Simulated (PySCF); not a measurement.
**Mayer bond orders and bond lengths**

Species: C3H7FOSi.
Numbering: `[F:1][CH2:2]/[CH:3]=[CH:4]\[O:5][SiH3:6]` (hydrogens: H7, H8 on C2; H9 on C3; H10 on C4; H11, H12, H13 on Si6)

Structure used (PBE0-D3(BJ)/def2-SVP), in Å, numbered top down from 1:
```xyz
13
C3H7FOSi angstrom
F     -2.5371   -1.8027   -0.6456
C     -2.0243   -0.5231   -0.6393
C     -1.3335   -0.2422    0.6476
C     -0.0689    0.1784    0.7455
O      0.7084    0.4272   -0.3311
Si     2.3857    0.5237   -0.3409
H     -1.3254   -0.4120   -1.4830
H     -2.8683    0.1740   -0.7925
H     -1.8968   -0.3909    1.5724
H      0.3896    0.3702    1.7257
H      2.8374    1.2771    0.8680
H      2.7470    1.2435   -1.5886
H      2.9903   -0.8401   -0.3282
```

Bond orders from the PBE0/pcSseg-1 density (PySCF). Isolated species at its PBE0-D3(BJ)/def2-SVP geometry (one conformer only).

Question: Where do the orders between heavy atoms depart from those drawn in the SMILES?

Answer: The largest departure is 0.147, at C3–C4 (drawn double, 1.853). Drawn single, order below 0.88: F1–C2 (0.879) and O5–Si6 (0.877).

Question: Set the Mayer orders of the bonds beside their lengths.

Answer: 
```tsv
bond	drawn as	length (Å)	Mayer order
F1–C2	single	1.379	0.879
C2–C3	single	1.487	1.048
C3–C4	double	1.336	1.853
C4–O5	single	1.351	0.985
O5–Si6	single	1.680	0.877
C2–H7	single	1.101	0.951
C2–H8	single	1.105	0.943
C3–H9	single	1.093	0.946
C4–H10	single	1.099	0.938
Si6–H11	single	1.494	0.921
Si6–H12	single	1.485	0.943
Si6–H13	single	1.492	0.919
```

By pair of heavy elements: C–C: lowest C2–C3 (1.048, 1.487 Å), highest C3–C4 (1.853, 1.336 Å).

Question: Sum the orders of all bonds at each heavy atom with more than one neighbour and set the sums beside the valence in the SMILES.

Answer: C2 3.821 (drawn 4), C3 3.847 (drawn 4), C4 3.776 (drawn 4), O5 1.862 (drawn 2), Si6 3.660 (drawn 4). Orders between atoms that aren't bonded are not in these sums.

The Mayer order sums products of elements of PS (density times overlap matrix) between the two atoms' basis functions, so it depends on the basis set.
